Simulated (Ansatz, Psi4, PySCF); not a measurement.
Cl₃Sn, doublet, at a GFN2-xTB geometry (such geometries of metal compounds can be far from the true shape) (the spin is typed, not shown lowest) (core potentials on Sn). Base run: WB97X-V/def2-SVP run with PySCF.

PySCF was given this input:
```python
from pyscf import gto, scf, dft

mol = gto.M(
    atom='''
Sn    0.080119    0.389525    0.243949
Cl    2.109205   -0.594521   -0.618155
Cl   -0.994678   -1.322626    1.563840
Cl   -1.350171    0.771484   -1.663180
''',
    basis='def2-svp',
    ecp={'Sn': 'def2-svp'},
    charge=0,
    spin=1,
    verbose=4,
)

mf = dft.UKS(mol)
mf.xc = 'wb97x_v'
mf.kernel()
```

The same geometry, method and basis name were run in Ansatz (a program for electronic structure) and Psi4 and PySCF, at each program's defaults and at the settings that a row names. The base is PySCF at its defaults. Differences at the defaults can come from grids, fitting, cores and function types together.

```tsv
code and settings	ΔE vs base (µEh)	basis functions	E (Eh)	SCF cycles	dipole (D)
PySCF, defaults (exact integrals, its default grid, spherical functions)	0.0	80	-1594.34208	12	2.73
Psi4, defaults (density fitting with its default set, its default grid, spherical functions)	-8.1	80	-1594.34209	9	2.73
Ansatz, defaults (factorised integrals, its default grid, spherical functions)	-0.8	80	-1594.34209	-	-
PySCF, density fitting with def2-universal-jkfit	-18.2	80	-1594.34210	12	2.73
PySCF, fine grid	1.7	80	-1594.34208	12	2.73
Psi4, exact integrals, spherical functions, fine grid	-2.7	80	-1594.34209	13	2.73
Ansatz, high accuracy	1.4	80	-1594.34208	-	-
```

Open shells are given as the SCF converged; they aren't shown to be the lowest states, and a large step between rows can be another state.
